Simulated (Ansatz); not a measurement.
**C2H3F3Si: structure from calculated spectroscopic constants**

These gas-phase data were calculated for one isomer of C2H3F3Si at PBE0-D4/def2-SVP (harmonic, unscaled wavenumbers; equilibrium rotational constants with average atomic masses):

```
rotational constants            : 3.913, 2.168, 2.128 GHz
all wavenumbers above 1500 cm⁻¹ : 3256, 3186, 3155, 1691
```

Candidates:

(1) `C=C(F)[SiH](F)F`, a singlet
(2) `C=C[Si](F)(F)F`, a singlet
(3) `F[C@@H]1C[Si]1(F)F`, a singlet

Assign the data to one candidate and say why. Where the bands don't settle it, estimate the moments of inertia from typical bond lengths.

Candidate (2). No mode falls between 2000 and 2380 cm⁻¹, where the Si–H stretch of (1) would stand. The rotational constants decide the rest: (3) would give 4.661, 2.046, 1.781 GHz.

The same quantities for all candidates:

```
     rotational constants (GHz)  wavenumbers above 1500 cm⁻¹  E above the lowest, PBE0-D4/def2-SVP (kcal/mol)
(1)         4.145, 2.203, 1.618       3297, 3181, 2330, 1722                                             50.0
(2)         3.913, 2.168, 2.128       3256, 3186, 3155, 1691                                              0.0
(3)         4.661, 2.046, 1.781             3214, 3119, 3113                                             69.1
```

Each candidate is one conformer. Programs: Ansatz 0.2.0.
